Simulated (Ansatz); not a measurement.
Consider the formal exchange of groups at a C–C bond: `CCCCC=O` + `CCCCC` → `CCCCCCCC=O` + ethane.

Computed with Ansatz on PBE0-D4/def2-TZVP structures; ΔE is electronic, products minus reactants. CCSD(T)/CBS is the MP2 limit (def2-TZVPP, def2-QZVPP) plus CCSD(T) − MP2 in def2-TZVPP, frozen cores. This one scheme is used for every species. Functionals use def2-TZVPP. B3LYP here is the variant with VWN-RPA as its local correlation; programs differ in this. Each species was taken in one conformer, which may not be the lowest.

| level | ΔE (kJ/mol) | difference from CCSD(T)/CBS |
| --- | --- | --- |
| PBE-D4 | 0.7 | 0.5 |
| PBE0-D4 | 0.6 | 0.4 |
| B2PLYP | 0.9 | 0.7 |
| r2SCAN | 0.9 | 0.7 |
| B3LYP | 1.1 | 0.9 |
| MP2/def2-TZVPP | 0.2 | 0.0 |
| CCSD(T)/def2-TZVPP | 0.3 | 0.1 |
| HF/def2-QZVPP | 0.1 | -0.1 |
| SCS-MP2/def2-QZVPP | -0.1 | -0.3 |
| HF/CBS(def2) | 0.1 | -0.1 |
| CCSD(T)/CBS | 0.2 | 0 |

Largest T1 diagnostic among the species: 0.012.
